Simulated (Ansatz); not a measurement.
**A ladder of methods for SbClF (SMILES [F][Sb][Cl])**

The species is SbClF (3 atoms), meant as a doublet with charge 0. SMILES: `[F][Sb][Cl]`. The shape is that of a PBE0-D4/def2-TZVP optimisation.

```xyz
3

F    -0.8787    1.2318   -0.3476
Sb   -0.6009   -0.6583   -0.3672
Cl    1.4687   -0.6382    0.7015
```

Quantity: the electronic atomisation energy, in eV. The values are calculated. Electronic energies at fixed atoms, without zero-point motion or spin-orbit coupling.

```
           level                    kind  program  value (eV)
      UHF/STO-3G            Hartree–Fock   Ansatz        3.31
   USVWN5/STO-3G                     LDA   Ansatz        9.52
     UPBE/STO-3G                     GGA   Ansatz        8.23
 U-r2SCAN/STO-3G                meta-GGA   Ansatz        7.56
U-r2SCAN0/STO-3G         hybrid meta-GGA   Ansatz        6.76
   UB3LYP/STO-3G           global hybrid   Ansatz        7.45
   UHSE06/STO-3G  range-separated hybrid   Ansatz        7.23
  UB2PLYP/STO-3G           double hybrid   Ansatz        6.37
     UMP2/STO-3G     perturbation theory   Ansatz        4.48
 UBCCD(T)/STO-3G   coupled cluster or CI   Ansatz        4.96
```

All-electron rows without a relativistic Hamiltonian named are non-relativistic. The values span 3.31 to 9.52 eV. All rows use very small basis sets, so none should be taken for the real molecule's value. In the correlated wave-function rows the outer d shell of Sb is correlated, in sets not made for it.
